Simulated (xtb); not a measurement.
xtb input:

```bash
xtb mol.xyz --gfn 2 --ohess tight --chrg -1 --uhf 0
```
mol.xyz:
```
10

Si     0.59318804    -0.10128525     0.00205204
C     -1.22307078     0.12063475    -0.04698539
O      1.03740161    -1.56253614    -0.87707182
O      1.34809274     1.25967974    -0.78993927
O      1.21653405    -0.31088905     1.59089334
H     -1.69073231    -0.80293832     0.44507563
H     -1.58334241     0.20375447    -1.07670842
H     -1.46697263     0.99050164     0.54757192
H      0.96779384     1.29734912    -1.67803361
H      0.78305738    -1.13711604     1.90703325
```

**Question.** Predict the final energy.

**Answer.** -18.95920 Eh (GFN2-xTB).

It need not be the lowest isomer of its formula. Whether it binds its extra electron was not tested at this geometry.
